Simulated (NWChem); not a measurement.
System: C3H3NOSi; SMILES N#CO[SiH2]C#C

Input file for NWChem:

```
start job
memory heap 200 mb stack 900 mb global 1100 mb
geometry units angstroms noautoz
  C      1.364370    -2.398877    -0.078120
  C      0.404974    -1.654077    -0.009509
  Si    -1.024526    -0.536691     0.106589
  O     -0.583174     1.002140    -0.511548
  C      0.324901     1.785117    -0.067106
  N      1.138504     2.522016     0.312776
  H      2.215621    -3.055496    -0.139456
  H     -1.443639    -0.356650     1.518745
  H     -2.129813    -0.951496    -0.784183
end
basis spherical
  * library def2-tzvp
end
dft
  xc pbe0
  iterations 150
  semidirect filesize 400000000
  mulliken
end
task dft energy
```

Output (shortened):

```
             Northwest Computational Chemistry Package (NWChem) 7.3.0
             --------------------------------------------------------

 C1  symmetry detected

                             Geometry "geometry" -> ""
                             -------------------------

 Output coordinates in angstroms (scale by  1.889725989 to convert to a.u.)

  No.       Tag          Charge          X              Y              Z
 ---- ---------------- ---------- -------------- -------------- --------------
    1 C                    6.0000     1.37929147    -2.39058037    -0.10753558
    2 C                    6.0000     0.41757096    -1.65387165     0.00304970
    3 Si                  14.0000    -1.01473844    -0.54837795     0.18158247
    4 O                    8.0000    -0.62160252     0.98700302    -0.47639565
    5 C                    6.0000     0.30085817     1.78351513    -0.08933414
    6 N                    7.0000     1.12604014     2.53231970     0.23876149
    7 H                    1.0000     2.23253939    -3.04002609    -0.20616181
    8 H                    1.0000    -1.36078369    -0.35545432     1.61171820
    9 H                    1.0000    -2.16120196    -0.98386901    -0.64495622

 Effective nuclear repulsion energy (a.u.)     235.2226573854

                                 NWChem DFT Module
                                 -----------------

 Summary of "ao basis" -> "ao basis" (spherical)
 ------------------------------------------------------------------------------
       Tag                 Description            Shells   Functions and Types
 ---------------- ------------------------------  ------  ---------------------
 C                         def2-tzvp                11       31   5s3p2d1f
 Si                        def2-tzvp                13       37   5s5p2d1f
 O                         def2-tzvp                11       31   5s3p2d1f
 N                         def2-tzvp                11       31   5s3p2d1f
 H                         def2-tzvp                 4        6   3s1p

            General Information
            -------------------
          SCF calculation type: DFT
          Wavefunction type:  closed shell.
          No. of atoms     :     9
          No. of electrons :    50
           Alpha electrons :    25
            Beta electrons :    25
          Charge           :     0
          Spin multiplicity:     1
          Use of symmetry is: off; symmetry adaption is: off
          Maximum number of iterations: 150
          AO basis - number of functions:   210
                     number of shells:    80
          Convergence on energy requested:  1.00D-06
          Convergence on density requested:  1.00D-05
          Convergence on gradient requested:  5.00D-04

              XC Information
              --------------
                         PBE0 Method XC Functional
                     Hartree-Fock (Exact) Exchange  0.250
          PerdewBurkeErnzerhof Exchange Functional  0.750
            Perdew 1991 LDA Correlation Functional  1.000 local
           PerdewBurkeErnz. Correlation Functional  1.000 non-local

             Grid Information
             ----------------
          Grid used for XC integration:  medium
          Radial quadrature: Mura-Knowles
          Angular quadrature: Lebedev.
          Tag              B.-S. Rad. Rad. Pts. Rad. Cut. Ang. Pts.
          ---              ---------- --------- --------- ---------
          C                   0.70       49          13.0       434
          Si                  1.10       88          11.0       590
          O                   0.60       49          13.0       434
          N                   0.65       49          14.0       434
          H                   0.35       45          13.0       434
          Grid pruning is: on
          Number of quadrature shells:   468
          Spatial weights used:  Erf1

      Superposition of Atomic Density Guess
      -------------------------------------

 Sum of atomic energies:        -532.44468176

      Non-variational initial energy
      ------------------------------

 Total energy =    -534.941216
 1-e energy   =   -1197.265384
 2-e energy   =     427.101510
 HOMO         =      -0.351601
 LUMO         =      -0.024207

------------------------------------------------------------
EAF file 0: "./job.aoints.0" size=790626304 bytes
------------------------------------------------------------
               write      read    awrite     aread      wait
               -----      ----    ------     -----      ----
     calls:     1508         0         0         0         0
   data(b): 7.91e+08  0.00e+00  0.00e+00  0.00e+00
   time(s): 0.00e+00  0.00e+00  0.00e+00  0.00e+00  0.00e+00
rate(mb/s): 0.00e+00  0.00e+00
------------------------------------------------------------

     ---------------------------------------------
      Total Density - Mulliken Population Analysis
     ---------------------------------------------

    Atom       Charge   Shell Charges
 -----------   ------   -------------------------------------------------------
    1 C    6     6.15   0.86  1.12  0.61  0.45  0.18  1.15  1.34  0.43  0.01  0.00  0.01
    2 C    6     6.35   0.86  1.12  0.59  0.73  0.09  1.22  1.30  0.36  0.01  0.04  0.01
    3 Si  14    13.21   2.00  0.59  1.39  0.82  0.42  4.11  1.73  0.48  1.04  0.32  0.13  0.14  0.04
    4 O    8     8.47   0.79  1.18  0.58  0.94  0.24  1.91  2.11  0.70  0.00  0.02  0.00
    5 C    6     5.14   0.86  1.12  0.58  0.32  0.04  0.96  0.91  0.21  0.04  0.08  0.03
    6 N    7     7.85   0.82  1.15  0.63  0.93  0.27  1.55  1.69  0.76  0.01  0.03  0.00
    7 H    1     0.75   0.21  0.42  0.10  0.02
    8 H    1     1.04   0.23  0.54  0.27  0.01
    9 H    1     1.03   0.23  0.54  0.27  0.01

   convergence    iter        energy       DeltaE   RMS-Dens  Diis-err
 ---------------- ----- ----------------- --------- --------- ---------
 d= 0,ls=0.0,diis     1   -535.0792660073 -7.70D+02  7.26D-03  1.40D+00
 d= 0,ls=0.0,diis     2   -534.7880772756  2.91D-01  4.28D-03  3.94D+00
 d= 0,ls=0.0,diis     3   -535.1994908945 -4.11D-01  1.22D-03  2.53D-01
 d= 0,ls=0.0,diis     4   -535.2202202953 -2.07D-02  4.32D-04  5.95D-02
 d= 0,ls=0.0,diis     5   -535.2251206294 -4.90D-03  1.75D-04  3.68D-03
  Resetting Diis
 d= 0,ls=0.0,diis     6   -535.2254232928 -3.03D-04  6.82D-05  1.29D-03
 d= 0,ls=0.0,diis     7   -535.2255808786 -1.58D-04  3.96D-05  5.45D-05
 d= 0,ls=0.0,diis     8   -535.2255695690  1.13D-05  2.31D-05  1.57D-04
 d= 0,ls=0.0,diis     9   -535.2255857591 -1.62D-05  5.29D-06  5.95D-06
 d= 0,ls=0.0,diis    10   -535.2255864783 -7.19D-07  1.00D-06  2.50D-07

         Total DFT energy =     -535.225586478317
      One electron energy =    -1200.726089308176
           Coulomb energy =      483.595981302899
    Exchange-Corr. energy =      -53.318135858477
 Nuclear repulsion energy =      235.222657385437

 Numeric. integr. density =       50.000003429500

                       DFT Final Molecular Orbital Analysis
                       ------------------------------------

 Vector   23  Occ=2.000000D+00  E=-3.334480D-01
              MO Center=  6.5D-01, -1.5D+00, -1.9D-02, r^2= 3.4D+00
   Bfn.  Coefficient  Atom+Function         Bfn.  Coefficient  Atom+Function
  ----- ------------  ---------------      ----- ------------  ---------------
     8      0.230484  1 C  pz                39      0.223412  2 C  pz
    42      0.198330  2 C  pz                11      0.196197  1 C  pz
     6      0.114102  1 C  px                 7      0.111827  1 C  py
    38      0.111254  2 C  py                14      0.107741  1 C  pz
    37      0.106960  2 C  px                41      0.100959  2 C  py

 Vector   24  Occ=2.000000D+00  E=-3.253960D-01
              MO Center=  5.3D-01,  1.3D+00,  2.3D-02, r^2= 4.2D+00
   Bfn.  Coefficient  Atom+Function         Bfn.  Coefficient  Atom+Function
  ----- ------------  ---------------      ----- ------------  ---------------
   169     -0.205574  6 N  pz               168      0.187537  6 N  py
   172     -0.169945  6 N  pz               138     -0.158731  5 C  pz
   171      0.156138  6 N  py               107      0.154211  4 O  pz
   110      0.135967  4 O  pz               141     -0.134692  5 C  pz
   137      0.126526  5 C  py                 8      0.122116  1 C  pz

 Vector   25  Occ=2.000000D+00  E=-3.176631D-01
              MO Center=  4.9D-01,  1.8D+00,  2.1D-02, r^2= 2.3D+00
   Bfn.  Coefficient  Atom+Function         Bfn.  Coefficient  Atom+Function
  ----- ------------  ---------------      ----- ------------  ---------------
   167      0.204739  6 N  px               169     -0.203843  6 N  pz
   170      0.169949  6 N  px               172     -0.169451  6 N  pz
   107      0.160633  4 O  pz               105     -0.155836  4 O  px
   110      0.141634  4 O  pz               138     -0.140853  5 C  pz
   108     -0.137804  4 O  px               136      0.137389  5 C  px

 Vector   26  Occ=0.000000D+00  E=-5.791021D-02
              MO Center= -9.5D-02, -1.3D+00,  1.2D-01, r^2= 4.7D+00
   Bfn.  Coefficient  Atom+Function         Bfn.  Coefficient  Atom+Function
  ----- ------------  ---------------      ----- ------------  ---------------
    81      0.603826  3 Si py               166     -0.372396  6 N  s
    78      0.295958  3 Si py                13     -0.287936  1 C  py
    36      0.288107  2 C  s                 44      0.232356  2 C  py
   143      0.232090  5 C  py                 7     -0.186228  1 C  py
   142      0.181790  5 C  px               207      0.177922  9 H  s

 Vector   27  Occ=0.000000D+00  E=-3.142640D-02
              MO Center=  4.5D-01, -1.7D+00,  4.3D-04, r^2= 3.7D+00
   Bfn.  Coefficient  Atom+Function         Bfn.  Coefficient  Atom+Function
  ----- ------------  ---------------      ----- ------------  ---------------
    14      0.481050  1 C  pz                45     -0.401304  2 C  pz
   201      0.358958  8 H  s                207     -0.345300  9 H  s
    82     -0.286425  3 Si pz                 8      0.260382  1 C  pz
    11      0.219008  1 C  pz                39     -0.196240  2 C  pz
    12      0.190823  1 C  px                79     -0.167979  3 Si pz

 Vector   28  Occ=0.000000D+00  E= 2.096621D-02
              MO Center= -1.3D+00, -1.8D-01,  2.9D-01, r^2= 5.1D+00
   Bfn.  Coefficient  Atom+Function         Bfn.  Coefficient  Atom+Function
  ----- ------------  ---------------      ----- ------------  ---------------
    80      1.646781  3 Si px                 5     -1.414595  1 C  s
    43      1.185813  2 C  px                44     -1.086181  2 C  py
    67      1.078945  3 Si s                 12      0.663124  1 C  px
    81     -0.659597  3 Si py               201      0.641305  8 H  s
   207      0.611352  9 H  s                195     -0.464567  7 H  s

------------------------------------------------------------
EAF file 0: "./job.aoints.0" size=1218969600 bytes
------------------------------------------------------------
               write      read    awrite     aread      wait
               -----      ----    ------     -----      ----
     calls:     2325         9         0     20916     20916
   data(b): 1.22e+09  4.72e+06  0.00e+00  1.10e+10
   time(s): 0.00e+00  0.00e+00  0.00e+00  0.00e+00  0.00e+00
rate(mb/s): 0.00e+00  0.00e+00
------------------------------------------------------------

     ---------------------------------------------
      Total Density - Mulliken Population Analysis
     ---------------------------------------------

    Atom       Charge   Shell Charges
 -----------   ------   -------------------------------------------------------
    1 C    6     6.15   0.86  1.12  0.56  0.52  0.17  1.26  1.23  0.42  0.01 -0.00  0.01
    2 C    6     6.17   0.86  1.12  0.53  0.80  0.01  1.27  1.19  0.35  0.01  0.03  0.01
    3 Si  14    13.58   2.00  0.57  1.39  0.87  0.34  4.13  1.69  0.59  1.27  0.23  0.19  0.24  0.06
    4 O    8     8.28   0.79  1.18  0.57  0.95  0.26  1.91  1.97  0.63  0.00  0.02  0.00
    5 C    6     5.93   0.86  1.12  0.56  0.44  0.03  1.30  1.15  0.30  0.04  0.11  0.02
    6 N    7     7.12   0.82  1.15  0.61  0.84  0.24  1.42  1.35  0.64  0.01  0.03  0.00
    7 H    1     0.80   0.26  0.44  0.08  0.02
    8 H    1     0.99   0.24  0.53  0.21  0.01
    9 H    1     0.99   0.24  0.53  0.21  0.01

     -------------------------------------------
      Total Density - Lowdin Population Analysis
     -------------------------------------------

    Atom       Charge   Shell Charges
 -----------   ------   -------------------------------------------------------
    1 C    6     6.04   0.91  1.03  0.39  0.39  0.20  1.08  1.26  0.60  0.01  0.12  0.04
    2 C    6     6.21   0.91  1.03  0.37  0.39  0.21  1.10  1.32  0.66  0.01  0.17  0.04
    3 Si  14    13.69   2.00  0.83  1.09  0.49  0.29  3.85  1.87  0.69  1.10  0.50  0.21  0.57  0.20
    4 O    8     7.78   0.87  1.09  0.50  0.52  0.27  1.76  1.85  0.84  0.00  0.08  0.00
    5 C    6     6.40   0.91  1.03  0.37  0.31  0.15  1.13  1.20  0.53  0.06  0.60  0.09
    6 N    7     7.00   0.89  1.06  0.48  0.54  0.33  1.27  1.50  0.78  0.01  0.10  0.02
    7 H    1     0.86   0.24  0.39  0.17  0.07
    8 H    1     1.01   0.24  0.47  0.27  0.02
    9 H    1     1.01   0.24  0.47  0.27  0.02

     Multipole analysis of the density
     ---------------------------------

     L   x y z        total         alpha         beta         nuclear
     -   - - -        -----         -----         ----         -------
     0   0 0 0     -0.000000    -25.000000    -25.000000     50.000000

     1   1 0 0     -0.744469     -0.372235     -0.372235      0.000000
     1   0 1 0     -1.818722     -0.909361     -0.909361      0.000000
     1   0 0 1     -0.085108     -0.042554     -0.042554      0.000000

     2   2 0 0    -28.863659   -105.303479   -105.303479    181.743299
     2   1 1 0     -6.929849      0.181520      0.181520     -7.292889
     2   1 0 1     -1.372481      0.441767      0.441767     -2.256015
     2   0 2 0    -34.693692   -261.990849   -261.990849    489.288005
     2   0 1 1     -0.736458     -0.941825     -0.941825      1.147192
     2   0 0 2    -31.320982    -26.105340    -26.105340     20.889698
```

Level: PBE0/def2-TZVP. Coordinates come from a PBE0/def2-SVP optimisation.
